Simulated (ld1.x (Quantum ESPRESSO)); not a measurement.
## B (Z = 5): one change to a PAW potential, before and after

* Element: B
* Generator: ld1.x (Quantum ESPRESSO) 7.5
* Type: PAW
* Functional: LDA (PZ)
* Relativity: scalar-relativistic
* Frozen core: [He]
* Valence charge: 3
* Reference configuration: 2s2 2p1
* Partial waves: 2s (bound): rcut 0.95, rcutus 1.20 bohr; 2s channel at -0.2 Ry: rcut 0.95, rcutus 1.20 bohr; 2p (bound): rcut 1.45, rcutus 2.00 bohr; 2p channel at 0.7 Ry: rcut 1.45, rcutus 2.00 bohr
* Local potential: all-electron potential smoothed inside 1.20 bohr (lloc = -2)
* Core correction: a·sin(br)/r model core, default radius (core density twice the valence density)
* Augmentation charge: PSQ, radius 1.10 bohr

Change: all radii but the core radius scaled by about 0.89 (s 1.08, p 1.78 bohr, rcut 0.84/1.30); local potential all-electron potential smoothed inside 1.08 bohr (lloc = -2); augmentation PSQ, radius 0.98 bohr.

Cutoffs: the cutoffs (Ry, on a coarse ladder) from which the occupation-weighted sum of valence levels, in a spherical-Bessel basis at the reference potential, stays within 10 and 1 mRy of its value at 400 Ry; they do not see the model core or the augmentation charge, which bear on the density cutoff. Errors are all-electron minus pseudo energies relative to the spin-unpolarised reference configuration.

Task: How do hardness, ghosts and transferability respond?

Result: The potential gets harder (18 Ry and 30 Ry → 21 Ry and 35 Ry); the errors of the 9 common tests hardly move; neither file shows a bound ghost. A smaller radius makes the pseudo-wave follow the all-electron one further in, where it bends more sharply, so more plane waves are needed.

| quantity | base | changed |
| --- | --- | --- |
| cutoff, loose | 18 Ry | 21 Ry |
| cutoff, tight | 30 Ry | 35 Ry |
| loose cutoff by channel (10 mRy a level) | s 15 Ry, p 15 Ry | s 18 Ry, p 15 Ry |
| bound ghosts | none | none |
| error for 2s2 2p0, meV [ΔE 8.33 eV] | -0.5 | -0.5 |
| error for 2s1 2p0, meV [ΔE 33.63 eV] | -8.0 | -7.6 |
| error for 2s2 2p0.5, meV [ΔE 2.94 eV] | -0.1 | -0.1 |
| error for 2s1 2p2, meV [ΔE 5.69 eV] | -0.5 | -0.5 |
| error for 2s1 2p1, meV [ΔE 14.28 eV] | -1.4 | -1.5 |
| error for 2s0 2p3, meV [ΔE 11.40 eV] | -2.1 | -2.1 |
| error for 2s2 2p1.3, meV [ΔE -0.77 eV] | 0.0 | 0.0 |
| error for 2s2 2p1 (spin-polarised), meV [ΔE -0.23 eV] | -0.3 | -0.3 |
| error for 2s1 2p0 (spin-polarised), meV [ΔE 32.90 eV] | -10 | -9.7 |
| lowest overlap eigenvalue by channel | s 0.59, p 0.93 | s 0.68, p 0.96 |
